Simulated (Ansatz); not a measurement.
System: WCl (charge 0, sextet). The spin state was set by rule; other spins were not relaxed. 
Geometry from a B3LYP-D3(BJ)/def2-TZVP (Ansatz, an electronic-structure program) optimisation:
```
W
Cl 1 2.2958
```
Charge 0, spin multiplicity 6.

Total electronic energies in hartree. Correlated levels leave the core frozen unless marked. Open shells are spin-unrestricted. Spin-orbit coupling is left out. Frozen are the shells of the preceding noble gas and the d and f shells that filled before the atom's block. In def2 rows, elements after Kr have scalar-relativistic effective core potentials. CBS marks a two-point X^-3 extrapolation of the correlation energy; Hartree-Fock from the larger set.

```tsv
level	program	energy (Eh)
PBE-D3(BJ)/def2-TZVPD	Ansatz + dftd3	___
revPBE/def2-TZVPD	Ansatz	-527.22810
r2SCAN-D3(BJ)/def2-TZVPD	Ansatz + dftd3	-527.25411
PBE0/def2-TZVP	Ansatz	___
r2SCANh/def2-TZVPD	Ansatz	-527.23237
MP2/def2-TZVPPD	Ansatz	-526.22302
MP2/CBS(def2-TZVPPD,def2-QZVPPD)	Ansatz	-526.2780
CCSD/CBS(def2-TZVPPD,def2-QZVPPD)	Ansatz	-526.2973
CCSD(T)/CBS(def2-TZVPPD,def2-QZVPPD)	Ansatz	-526.3144
```

Question: Complete the blanks.

Answer: 
- PBE-D3(BJ)/def2-TZVPD, energy (Eh): -527.08565
- PBE0/def2-TZVP, energy (Eh): -527.08116
